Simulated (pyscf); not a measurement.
# F–SnH:, singlet

Gas-phase minimum from PySCF at ωB97X-D3(BJ)/def2-SVP, one conformer. 

SMILES: [F][SnH]
```xyz
3

F      0.8355     0.0426     1.0118
Sn    -1.1150    -0.1203     1.0305
H     -1.1543    -1.2660    -0.3365
```

Bonds (Å): F1–Sn2 1.957, Sn2–H3 1.784. Angles (°): F1–Sn2–H3 93.9.

Properties at ωB97X-D3(BJ)/def2-SVP:

```
Item                                                                                                                                Result
---------------------------------------------------------------------------------------------------------------------  -------------------
Harmonic wavenumbers, unscaled                                                                                         618, 649, 1742 cm⁻¹
Zero-point energy                                                                                                             4.3 kcal/mol
Rotational symmetry number                                                                                                               1
Entropy of this conformer at 298 K and 1 atm, rigid rotor and harmonic oscillator, modes under 100 cm⁻¹ raised to 100      261.5 J/(mol K)
Dipole moment                                                                                                                       2.69 D
```

Single-point totals, which compare only within one level (frozen core for MP2 and CC):

```tsv
level	total energy (hartree)
ωB97X-D3(BJ)/def2-TZVP	-314.88313
PBE/def2-TZVP	-314.71246
r²SCAN/def2-TZVP	-314.84514
B3LYP-D3(BJ)/def2-TZVP	-314.88968
PBE0-D3(BJ)/def2-TZVP	-314.71585
M06-2X/def2-TZVP	-314.70246
ωB97M-D3(BJ)/def2-TZVP	-314.86152
HF/def2-TZVPP	-313.43536
MP2/def2-TZVPP	-313.99674
CCSD/def2-TZVPP	-313.99583
CCSD(T)/def2-TZVPP	-314.01174
```

The CCSD(T) − MP2 part came from Ansatz, without density fitting, on the same reference. The frozen core leaves the outer d or s,p core shells of the metals and heavy elements correlated in the MP2 and CC values, and def2-TZVPP describes them poorly, so these totals are far from the basis limit. Elements past Kr carry the def2 core potentials, without spin-orbit coupling.
